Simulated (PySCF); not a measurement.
## Which determinant of AsBr lies lowest?

Unrestricted PBE0; basis As def2-TZVPPD, Br def2-TZVPPD; no relativity; PySCF 2.14. Outer shells of the fragments: As 3d10 4s2 4p3; Br 3d10 4s2 4p5.

Followed along the bond (rough minima from three points):

```
2Ms+1    unpaired  ⟨S²⟩ at the start  R at minimum (Å)  Te (eV)
    3        π ↑↑               2.01              2.30     0.00
    1        π ↑↓               1.01              2.30     0.31
    1        none               0.00              2.28     1.27
    5  σ ↑↑, π ↑↑               6.00  none in the scan   ≤ 4.59
```

Solutions found at the starting distance of 2.290 Å, counted from the lowest of them; the search is not exhaustive and high or unbound solutions are not listed, so other states can lie among these:

```csv
2Ms+1,unpaired,term,E (eV),⟨S²⟩,⟨Lz²⟩,μ (D)
3,π ↑↑,³Σ⁻,0.00,2.01,0.00,-0.98
1,π ↑↓,mixed,0.31,1.01,2.02,-0.88
1,none,mixed,1.27,0.00,2.01,-0.55
3,"σ ↑, π ↑",³Π,3.23,2.01,1.01,-0.98
1,"σ ↓, π ↑",mixed,3.48,1.01,1.02,-0.91
3,π ↑↑,mixed,4.65,2.01,2.02,3.33
3,"σ ↑, π ↑",³Π,4.74,2.01,1.01,1.06
1,"σ ↓, π ↑",mixed,5.06,1.02,1.01,1.30
5,"σ ↑↑, π ↑↑",⁵Σ⁻,5.50,6.00,0.00,0.14
5,"σ ↑, π ↑↑↑",⁵Π,5.57,6.00,1.01,2.26
```

A term symbol is given only where ⟨S²⟩ and ⟨Lz²⟩ are close to those of a pure state; real π, δ and φ orbitals otherwise mix terms. A positive dipole means As(−)Br(+).

Spin–orbit coupling is left out. Counting both spins, an empty level lies below a filled one in some of these solutions, because spin and occupation are held.
